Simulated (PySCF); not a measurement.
C2H6F2Si, SMILES FC(F)[SiH2]C. Atoms are numbered in the order given.

```xyz
11

C     -0.9623    -1.7557     0.0000
Si     0.7062    -0.8990     0.0000
C      0.3726     0.9970     0.0000
F     -0.3722     1.3162    -1.1085
F     -0.3722     1.3162     1.1085
H     -1.5362    -1.4582     0.8913
H     -0.8572    -2.8515     0.0000
H     -1.5362    -1.4582    -0.8913
H      1.5073    -1.2182    -1.2163
H      1.5073    -1.2182     1.2163
H      1.2648     1.6509     0.0000
```

The structure is a stationary point at B3LYP-D3(BJ)/def2-SVP. Other conformers were not sampled.

Method: TDDFT-PBE/def2-SVPD (PySCF).

Vertical excitations.  State labels are in the subgroup Cs.

**Question.** List the lowest excited states. (Estimate from the structure and the level; the computed values follow.)

**Answer.** 
```tsv
state	symmetry	energy (eV)	λ (nm)	f	main pairs
S1	A'	6.74	184	0.005	HOMO→LUMO 98 %
S2	A'	7.10	175	0.028	HOMO→LUMO+1 96 %
S3	A"	7.50	165	0.004	HOMO→LUMO+2 97 %
S4	A'	7.70	161	0.056	HOMO→LUMO+3 92 %
S5	A"	7.98	155	0.005	HOMO−2→LUMO 98 %
S6	A'	8.00	155	0.036	HOMO−1→LUMO 71 %, HOMO→LUMO+4 22 %
S7	A'	8.08	154	0.064	HOMO→LUMO+4 72 %, HOMO−1→LUMO 19 %
S8	A'	8.23	151	0.042	HOMO−1→LUMO+1 83 %
S9	A"	8.36	148	0.017	HOMO−2→LUMO+1 75 %, HOMO→LUMO+6 16 %
S10	A'	8.38	148	0.015	HOMO→LUMO+5 80 %
T1	A'	6.48	191	0	HOMO→LUMO 99 %
T2	A'	6.77	183	0	HOMO→LUMO+1 98 %
T3	A"	6.94	179	0	HOMO→LUMO+2 99 %
T4	A'	7.41	167	0	HOMO→LUMO+3 97 %
```
Triplets are in the Tamm–Dancoff approximation, which puts them higher than full response would, so one can lie above its singlet here.
